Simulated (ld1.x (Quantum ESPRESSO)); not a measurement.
S, TM: configuration errors across variants

- Element: S
- Generator: ld1.x (Quantum ESPRESSO) 7.5
- Type: norm-conserving Troullier–Martins (Kleinman–Bylander form)
- Functional: PBEsol
- Relativity: non-relativistic
- Frozen core: [Ne]
- Valence charge: 6
- Reference configuration: 3s2 3p2 (charge +2)
- Partial waves: 3s (bound): rc 1.05 bohr; 3p (bound): rc 1.60 bohr; 3d channel at 0.45 Ry: rc 1.65 bohr
- Local potential: all-electron potential smoothed inside 1.60 bohr (lloc = -1)
- Core correction: a·sin(br)/r model core, default radius (core density twice the valence density)

All-electron excitation energies from the reference (eV): (1) 3s2 3p4 -34.000; (2) 3s2 3p3 -22.253; (3) 3s2 3p1 34.008; (4) 3s2 3p0 80.769; (5) 3s1 3p4 -11.544; (6) 3s1 3p5 -23.848; (7) 3s0 3p6 -13.582.

The default core radius of the base comes out at 0.88 bohr.

4 further variants failed, have other tests or another functional or relativity, and are left out.

Errors AE − PS in meV (a dash: test not solved or not reliable):

| change | (1) | (2) | (3) | (4) | (5) | (6) | (7) | bound ghosts |
| --- | --- | --- | --- | --- | --- | --- | --- | --- |
| base | +35 | +13 | +25 | +131 | +8.4 | +26 | +15 | none |
| wave 3s (bound): rc 1.05 bohr becomes 3s (bound): rc 1.60 bohr | +34 | +13 | +24 | +125 | +9.6 | +28 | +19 | none |
| core correction a·sin(br)/r model core inside 0.74 bohr | +34 | +13 | +25 | +128 | +7.3 | +25 | +11 | none |

(1) Give the same row for: local potential the s channel.

## Answers

(1) +36, +13, +24, +122, +8.8, +28, +16; bound ghosts: none.
